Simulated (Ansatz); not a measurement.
Job for Ansatz (a quantum-chemistry and plane-wave program): R-r2SCAN/def2-TZVPPD on H3NO2S (a complex), monomers drawn apart or pushed together. Files ending in .json are basis or fitting sets from the Basis Set Exchange.

Ansatz 0.2 input:
```yaml
crystal:
  periodic: [false, false, false]
  atoms:
    - {symbol: N, position_ang: [0.01650301, 0.00067770, 0.62235179]}
    - {symbol: H, position_ang: [-0.30499019, -0.92669669, 0.36976459]}
    - {symbol: H, position_ang: [-0.77807602, 0.63016042, 0.63148065]}
    - {symbol: H, position_ang: [0.67795129, 0.32053403, -0.07512107]}
    - {symbol: O, position_ang: [-0.25166199, 0.96538519, 3.29460456]}
    - {symbol: S, position_ang: [0.61032213, -0.12488678, 2.90246451]}
    - {symbol: O, position_ang: [0.09897218, -1.46538550, 3.06669956]}
basis:
  gaussian:
    orbitals: def2-TZVPPD.json
hamiltonian:
  xc: {name: r2SCAN}
scf: {lower_state_search: off}
```

The head of its log:

```
WARN ansatz: RAYON_NUM_THREADS=2 ignored (pool sized by the plan → 2); use --threads N
Functional definition: r2SCAN
these checks for a lower state are left out or cut short: stability, starts, cluster_reference, orbital_swaps, neighbouring_geometries, increment
integrals: 0.14 GiB planned
1042 factors; their error is unknown
mean field: 0.98 GiB planned
mean field evaluation 1: about -16453.3675 eV, gradient 9.3e1 eV
mean field evaluation 2: about -16405.2041 eV, gradient 1.8e2 eV
```

### Question
Predict the final total energy.

### Answer
-605.1798 hartree.
